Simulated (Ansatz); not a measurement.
Reaction (cleavage of the Si–Ge bond): `C[O][GeH]([CH3])[SiH3]` + `OC(O)O` → `OC(O)O[SiH3]` + `C[O][GeH2][CH3]`

Calculated with Ansatz (gas phase, PBE0-D4/def2-TZVP geometries, no zero-point term in ΔE). CCSD(T)/CBS is the MP2 limit (def2-TZVPP, def2-QZVPP) plus CCSD(T) − MP2 in def2-TZVPP, frozen cores. Functionals use def2-TZVPP. For Ge outer-core shells are correlated without core-valence functions, which leaves a few kJ/mol of doubt a bond. Scalar relativity is left out up to krypton. Each species was taken in one conformer, which may not be the lowest.

`C[O][GeH]([CH3])[SiH3]`:

Z-matrix (Å, degrees):
```
C
O 1 1.403
H 1 1.099 2 112.4
H 1 1.099 2 112.2 3 121.9
H 1 1.093 2 108.2 3 -119.0
Ge 2 1.791 1 118.6 3 -63.8
Si 6 2.395 2 109.4 1 65.8
C 6 1.943 2 104.0 1 -172.4
H 6 1.551 2 107.1 1 -54.0
H 7 1.488 6 111.2 2 -58.4
H 7 1.489 6 109.6 2 -178.1
H 7 1.487 6 110.2 2 62.3
H 8 1.091 6 110.6 2 178.0
H 8 1.091 6 109.4 2 57.9
H 8 1.090 6 109.9 2 -61.7
```

`OC(O)O`:

Cartesian coordinates in Å:
```
O -0.944 -0.088 1.023
C -0.051 0.310 0.056
O -0.636 0.182 -1.191
O 1.111 -0.472 0.027
H -1.295 -0.943 0.745
H 0.192 1.356 0.291
H 0.071 0.037 -1.828
H 1.552 -0.383 0.877
```

`OC(O)O[SiH3]`:

```xyz
11

O    -1.277    0.655   -0.770
C    -0.009    0.984   -0.347
O    -0.066    2.168    0.368
O     0.557    0.009    0.482
Si    0.375   -1.614    0.188
H    -1.877    0.843   -0.038
H     0.600    1.083   -1.255
H     0.650    2.151    1.010
H     0.654   -1.918   -1.240
H    -0.984   -2.093    0.540
H     1.376   -2.269    1.062
```

`C[O][GeH2][CH3]`:

Cartesian coordinates in Å:
```
C 0.277 1.243 1.745
O 0.381 0.889 0.391
Ge -0.314 -0.669 -0.132
C 0.031 -0.758 -2.035
H 0.751 2.219 1.882
H 0.784 0.524 2.404
H -0.769 1.326 2.074
H 0.381 -1.797 0.664
H -1.821 -0.662 0.212
H 1.106 -0.715 -2.217
H -0.362 -1.686 -2.453
H -0.445 0.086 -2.535
```

```json
{"level": "B2PLYP", "ΔE (kJ/mol)": "-76.5"}
{"level": "SCS-MP2/def2-TZVPP", "ΔE (kJ/mol)": "-82.3"}
{"level": "MP2/CBS(def2)", "ΔE (kJ/mol)": "-77.5"}
{"level": "CCSD/CBS(def2)", "ΔE (kJ/mol)": "-74.8"}
```

(1) What does CCSD(T)/CBS give? (Best estimate.)

Largest T1 diagnostic among the species: 0.012.

## Answers

(1) Computed: -72.1 kJ/mol. The listed levels differ from it by -4.4, -10.2, -5.4, -2.7 kJ/mol.

From PBE to PBE0 (25 % exact exchange), in def2-TZVPP and without D4, ΔE moves by −6.8 kJ/mol. In def2-TZVPP, CCSD(T) changes the Hartree–Fock value by +23.4 kJ/mol (the triples alone add +2.8 kJ/mol) and MP2 by +17.9 kJ/mol.
